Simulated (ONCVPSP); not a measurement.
What one change does to a pseudopotential (lead (Pb), ONCV)

- Element: lead (Pb)
- Generator: ONCVPSP 4.0.1
- Type: optimised norm-conserving Vanderbilt (ONCV)
- Functional: Wu-Cohen
- Relativity: scalar-relativistic
- Frozen core: [Xe]
- Valence charge: 28
- Reference configuration: 4f14 5d10 6s2 6p2
- Partial waves: 6s: rc 2.05 bohr, ncon 4, nbas 8, qcut 3.4 1/bohr, 3 projectors, debl 3 Ha; 6p: rc 2.30 bohr, ncon 4, nbas 8, qcut 3.7 1/bohr, 2 projectors, debl 2.2 Ha; 5d: rc 1.50 bohr, ncon 4, nbas 8, qcut 8.2 1/bohr, 1 projector; 4f: rc 0.80 bohr, ncon 3, nbas 8, qcut 18.5 1/bohr, 2 projectors, debl 1.7 Ha
- Local potential: polynomial inside 0.70 bohr (lpopt 5, dvloc0 0 Ha)
- Core correction: none

In the f channel the program set the typed energies aside and used -4.884, 0.250 Ha.

All-electron outer shells of the reference configuration (Wu-Cohen, scalar-relativistic, ld1.x):

| shell | level (eV) | outermost node (bohr) | outermost maximum (bohr) |
| --- | --- | --- | --- |
| 5s | -144.17 | 0.45 | 0.79 |
| 4f | -132.91 | – | 0.35 |
| 5p | -85.79 | 0.49 | 0.88 |
| 5d | -21.12 | 0.52 | 1.07 |
| 6s | -12.10 | 1.01 | 1.95 |
| 6p | -3.50 | 1.18 | 2.63 |

Change: all radii scaled by about 1.25 (s 2.56, p 2.86, d 1.86, f 1.00 bohr); local potential polynomial inside 0.88 bohr (lpopt 5, dvloc0 0 Ha).

Cutoffs: the cutoffs (Ha) at which the residual kinetic energy of the hardest occupied pseudo-wave falls to 1 and 0.1 mHa per electron; they do not see the model core or the augmentation charge, which bear on the density cutoff. Errors are all-electron minus pseudo energies relative to the spin-unpolarised reference configuration.

Task: Predict the effect on cutoff, ghosts and configuration errors.

Result: The potential gets softer (173 Ha and 597 Ha → 144 Ha and 156 Ha); both files keep a bound ghost (p, s); the lowest positive-energy flag moves from p at 55.0 eV to s at 152.1 eV; of the 3 tests that both files solve, the error grows in 2 and shrinks in 0 by more than 15 % and 0.3 meV (median size 20.5 → 25.3 meV). A larger radius leaves more room for a smooth pseudo-wave, so fewer plane waves are needed.

| quantity | base | changed |
| --- | --- | --- |
| cutoff, loose | 173 Ha | 144 Ha |
| cutoff, tight | 597 Ha | 156 Ha |
| loose cutoff by channel | s 7.9 Ha, p 5.0 Ha, d 25 Ha, f 173 Ha | s 5.2 Ha, p 4.5 Ha, d 24 Ha, f 144 Ha |
| bound ghosts | s, p | s, p |
| GHOST(+) flags under 300 eV | p at 55.0 eV, s at 55.6 eV | s at 152.1 eV |
| tests with a reliable result | 3 of 4 | 3 of 4 |
| error for 4f14 5d10 6s2 6p1, meV [ΔE 6.59 eV] | -4.7 | -5.3 |
| error for 4f14 5d10 6s2 6p0, meV [ΔE 20.04 eV] | -20 | -25 |
| error for 4f14 5d10 6s1 6p0, meV [ΔE 52.55 eV] | -40 | -61 |

 A true bound ghost makes a file unfit for plane-wave use even where its test errors are small: the radial tests pick states by their node count and pass the ghost by.
